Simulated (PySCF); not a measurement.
1-chloro-1,3-difluorobuta-1,2-diene (C₄H₃ClF₂), SMILES CC(F)=C=C(F)Cl.

Geometry optimised at PBE-D3(BJ)/def2-SVP.

These are PBE-D3(BJ)/def2-SVP (PySCF 2.14.0) values and carry that method's errors.

Frequencies are harmonic and unscaled.

Task: Give all harmonic wavenumbers and intensities. (The exact figures need the calculation; the answer reports its results.)

Result: 
```tsv
mode	ν (cm⁻¹)	IR (km/mol)	moving atoms (share of kinetic energy)
1	87	0.6	C 40 %, Cl 29 %, F 21 %, H 9 %
2	93	1.0	C 52 %, F 29 %, Cl 10 %, H 10 %
3	128	1.4	F 57 %, C 23 %, H 11 %, Cl 10 %
4	175	0.3	H 94 %
5	300	1.6	F 54 %, C 22 %, Cl 14 %, H 10 %
6	408	2.7	C 39 %, F 36 %, H 16 %, Cl 9 %
7	440	0.2	C 43 %, Cl 25 %, F 21 %, H 10 %
8	481	1.9	C 72 %, F 23 %
9	528	5.3	C 60 %, Cl 19 %, H 12 %, F 9 %
10	574	9.6	C 74 %, F 22 %
11	614	35.8	C 59 %, F 27 %, H 9 %
12	853	225.6	C 65 %, F 24 %
13	962	39.0	H 56 %, C 35 %, F 8 %
14	996	5.4	H 61 %, C 38 %
15	1093	239.3	C 66 %, F 29 %
16	1193	157.0	C 70 %, H 17 %, F 13 %
17	1336	28.5	H 69 %, C 30 %
18	1378	5.1	H 82 %, C 17 %
19	1388	9.1	H 97 %
20	1467	12.0	C 80 %, H 16 %
21	2040	544.1	C 100 %
22	2975	6.3	H 97 %
23	3052	2.3	H 91 %, C 9 %
24	3110	2.2	H 91 %, C 9 %
```
